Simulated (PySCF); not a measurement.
**wB97M-V on Sb⁺ (antimony, charge +1)**

Configuration: [Kr] 4d10 5s1 5p2 5d1, one real determinant (an excited configuration). All numbers are calculated (PySCF 2.14, scalar relativity through the core potential, in aug-cc-pVTZ-PP with one added diffuse shell each of d, f type with ECP28MDF (6s5p5d3f, 67 functions)).

```json
{
  "Total energy": "-239.2568 hartree",
  "One-electron energy": "-408.8524 hartree",
  "Hartree (Coulomb) energy": "188.5904 hartree",
  "Exchange-correlation energy": "-18.9948 hartree",
  "⟨S²⟩": "6.0011",
  "⟨L²⟩": "7.966",
  "Sum of ⟨r⟩": "28.50 bohr",
  "Sum of ⟨r²⟩": "58.75 bohr²",
  "Traceless quadrupole moment −½Σ⟨3z² − r²⟩ along its main axis": "-4.61 e·bohr²",
  "Time after the integrals": "of the order of 7 core-seconds"
}
```

```
shell  electrons  mean orbital energy (eV)  spread (eV)  rms radius, mean of both spins (bohr)
 4s α          1                   -173.02            0                                  0.846
 4s β          1                   -172.66            0                                  0.846
 4p α          3                   -124.42        0.380                                  0.915
 4p β          3                   -124.08        0.497                                  0.915
 4d α          5                   -51.716        0.406                                   1.11
 4d β          5                   -51.201        0.524                                   1.11
 5s α          1                   -29.014            0                                   2.24
 5p α          2                   -18.867            0                                   2.67
 5d α          1                    -7.375            0                                   4.56
```

⟨L²⟩ = 7.97 against 12 for a pure F term, so this real determinant mixes terms. Energies and moments cover only the electrons outside the core potential. The outer electron is Rydberg-like, and this basis confines it to a smaller radius and binds it less than a complete one would.
